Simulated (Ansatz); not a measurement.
Correlation energies of C2H4Ge (`C#[C][GeH3]`) by basis set

Cartesian coordinates in Å:
```
C 0.473 -1.522 1.215
C 0.189 -0.607 0.485
Ge -0.260 0.836 -0.667
H 0.725 -2.331 1.861
H -1.751 0.743 -1.011
H 0.036 2.153 0.059
H 0.587 0.728 -1.940
```

Charge 0, multiplicity 1. Correlated methods include outer-core shells of Ge, which these sets cover unevenly. Scalar relativity is left out up to krypton. All single points use the PBE0-D4/def2-TZVP geometry. Frozen core, restricted reference, the Gaussian-basis code of Ansatz.

```csv
basis,HF (Eh),MP2 corr.,CCSD corr.,(T),CCSD(T) total
def2-SVP,-2153.03787,-0.48518,-0.50711,?,?
def2-TZVPP,?,-0.56483,?,-0.02625,?
def2-QZVPP,?,-0.84726,–,–,–
```

(1) Fill in the withheld values. (An estimate is asked.)

## Answers

(1) Computed: def2-SVP (T): -0.01864; def2-SVP CCSD(T) total: -2153.56362; def2-TZVPP HF (Eh): -2153.39143; def2-TZVPP CCSD corr.: -0.58499; def2-TZVPP CCSD(T) total: -2154.00267; def2-QZVPP HF (Eh): -2153.43675.
